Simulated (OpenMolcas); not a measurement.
Re2+ among 4 point charges of -2 e arranged as a tetrahedron (Td), 2.27 Å from the ion.
```
   1.3106    1.3106    1.3106  -2.00
   1.3106   -1.3106   -1.3106  -2.00
  -1.3106    1.3106   -1.3106  -2.00
  -1.3106   -1.3106    1.3106  -2.00
```

```json
{"Program": "OpenMolcas 26.06", "Method": "SS-CASPT2, IPEA 0.25 Eh, imaginary shift 0.1 Eh (closed shells correlated: 4f 5s 5p)", "Basis": "ANO-RCC-VDZP [7s6p4d2f1g]", "Scalar Hamiltonian": "DKH2, point nucleus", "Active space": "5 electrons in 5 orbitals (5d)", "State averaging": "2S+1 = 6 even, 1 root; 2S+1 = 4 even, 24 roots; 2S+1 = 2 even, 75 roots", "Spin-orbit coupling": "RASSI with atomic mean-field integrals over the reference wave functions"}
```

**Question.** What is the spin-free ground state (labels of Td)?

**Answer.** 6A1, 1-fold in its orbital part, 100 % from free-ion S terms; it has the highest spin that d5 allows.

**Question.** What are the lowest two levels with spin-orbit coupling?

**Answer.** A 2-fold level Γ7 with g = 3.28, 3.28, 3.28, then a 4-fold level Γ8 6 cm-1 above it. Their leading multiplicities are 6 (92 %) and 6 (92 %).

**Question.** What is χT at 300 K, and how does it compare with the textbook value?

**Answer.** The lowest level has 2S+1 = 6, for which the spin-only value is χT = S(S+1) / 2 = 4.375 cm3 K/mol (g = 2). The computed 4.227 at 300 K differs by -0.148, through orbital momentum, spin-orbit coupling and any other state in reach.

Roots that are degenerate in the reference are averaged as groups; the widest CASPT2 spread within a group is 290 cm-1 (the 3-fold group of multiplicity 2 near 33600 cm-1 above the lowest state of its run). Shifts and gaps below about the spread of the groups concerned are not significant. Point charges give a weaker field than real ligands, and real ions of this kind are as a rule low spin; the high spin found here belongs to the model. Free-ion shares, where given, are those of the reference states; single-state CASPT2 does not remix them. Point charges carry no covalency, so the field is a model and not that of real ligands. No measured value stands beside these numbers.
